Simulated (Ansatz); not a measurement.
ZrH₂Cl₂⁺. The state is a doublet with charge 1. Geometry PBE-D4/def2-TZVP, that of the neutral singlet.

Cartesian coordinates in Å:
```
Zr 0.061 0.040 -0.017
H 0.155 1.305 -1.358
H 1.683 -0.089 0.855
Cl -0.378 -2.016 -1.009
Cl -1.520 0.760 1.528
```

In the def2 sets Zr takes a core potential; there is no spin–orbit coupling.

(1) Estimate the α-spin orbital energies around the gap (eV) in Ansatz with PBE-D4/def2-TZVP, r2SCAN-D4/def2-TZVP, PBE0-D4/def2-TZVP.

## Answers

(1) 
| orbital | PBE-D4/def2-TZVP | r2SCAN-D4/def2-TZVP | PBE0-D4/def2-TZVP |
| --- | --- | --- | --- |
| HOMO−5 | -14.84 | -15.37 | -16.38 |
| HOMO−4 | -14.73 | -15.20 | -16.14 |
| HOMO−3 | -14.29 | -14.58 | -15.43 |
| HOMO−2 | -14.16 | -14.47 | -15.41 |
| HOMO−1 | -13.99 | -14.33 | -15.18 |
| HOMO | -13.70 | -14.00 | -14.88 |
| LUMO | -9.76 | -9.65 | -9.05 |
| LUMO+1 | -9.43 | -9.31 | -8.63 |
| LUMO+2 | -8.60 | -8.50 | -7.92 |
| LUMO+3 | -7.97 | -7.91 | -7.35 |
| LUMO+4 | -7.90 | -7.76 | -7.17 |
| LUMO+5 | -4.84 | -4.23 | -4.16 |
| β HOMO | -13.66 | -13.95 | -14.80 |
| β LUMO | -13.33 | -13.50 | -12.94 |
